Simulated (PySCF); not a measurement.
Vertical excitations of a molecule H₉Si₄, multiplicity 2 from TDA-PBE/def2-SVPD (PySCF), as energy in eV (oscillator strength): 3.38 (0.069), 3.90 (0.001), 4.06 (0.018), 4.20 (0.001), 4.23 (0.100), 4.40 (0.002), 4.44 (0.002), 4.52 (0.000), 4.64 (0.130), 4.64 (0.000). The structure is a stationary point at ωB97X-D3(BJ)/def2-SVP. One conformer was computed; it need not be the lowest.

Q: Identify the compound among the candidates.
A. [SiH2][SiH2][SiH2][SiH3]
B. [SiH3][Si]([SiH3])[SiH3]
C. [SiH2][SiH]([SiH3])[SiH3]
D. [SiH3][SiH][SiH2][SiH3]

A: A, [SiH2][SiH2][SiH2][SiH3]
